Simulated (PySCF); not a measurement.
## Electric field gradients and quadrupole coupling constants

C₂H₁₀OSi₅.
Cartesian coordinates in Å at the GFN2-xTB level; atoms count from 1:
```xyz
18
C2H10OSi5 angstrom
C      2.0794    2.2988    2.1105
C      1.3458    1.3644    1.9202
Si     0.2341   -0.0860    1.6067
Si     1.3645   -1.5644    0.1705
Si     0.6317   -1.1047   -2.0042
Si    -1.1156    0.4424   -1.8687
Si    -1.6059    0.6948    0.4008
O     -2.6859   -0.4672    0.8384
H      2.7164    3.1189    2.2842
H     -0.0319   -0.6002    2.9626
H      2.8229   -1.4650    0.3087
H      1.0872   -2.9632    0.5341
H      1.7268   -0.5983   -2.8429
H      0.2156   -2.3277   -2.7074
H     -0.7318    1.7262   -2.4691
H     -2.2835    0.0278   -2.6663
H     -2.1987    1.9933    0.7666
H     -3.5799   -0.4836    0.5105
```

Field gradients from the PBE0/pcSseg-1 density (PySCF, non-relativistic), principal values in atomic units, ordered |Vxx| ≤ |Vyy| ≤ |Vzz|:

| atom | Vxx | Vyy | Vzz |
| --- | --- | --- | --- |
| O8 | -0.3906 | -1.1606 | 1.5512 |

Q: Find the asymmetry η = (Vxx − Vyy)/Vzz and the couplings χ = eQV/h (234.96 MHz × Q in barn × V in au), with Q(17O) = −0.0256 b.

A: 
```
atom     environment  nucleus     η  χzz (MHz)  χxx (MHz)  χyy (MHz)
  O8  silanol oxygen      17O  0.50      -9.33       2.35       6.98
```

Q: What is Vzz at O8 in SI units (1 au = 9.71736 × 10²¹ V/m²)?

A: 1.5512 au = 15.074 × 10²¹ V/m².

Q: And the gradient at the other heavy atoms, for which no coupling is worked out here?

A: 
| atom | environment | Vzz (au) | η |
| --- | --- | --- | --- |
| C1 | terminal alkyne carbon | -0.346 | 0.07 |
| C2 | alkyne carbon | -0.348 | 0.02 |
| Si3 | SiH silicon | 0.318 | 0.57 |
| Si4 | SiH2 silicon | 0.148 | 0.13 |
| Si5 | SiH2 silicon | 0.124 | 0.07 |
| Si6 | SiH2 silicon | -0.092 | 0.83 |
| Si7 | oxygen-bound silicon | 0.436 | 0.51 |

Were the hydrogens deuterons (Q(2H) = 0.00286 b), χzz would run from 104 kHz (H17) to 348 kHz (H18).

One conformer (not necessarily the lowest) at the GFN2-xTB geometry, without solvent, vibrations or thermal averaging. GFN2-xTB bond lengths can be off by several hundredths of an ångström, more for odd bonds, and the gradients follow them. A larger basis could move these couplings by a tenth or more.

The run behind these numbers computed NMR shieldings as well. The run took 80 s wall on Arm Neoverse V1, one thread, shared host.
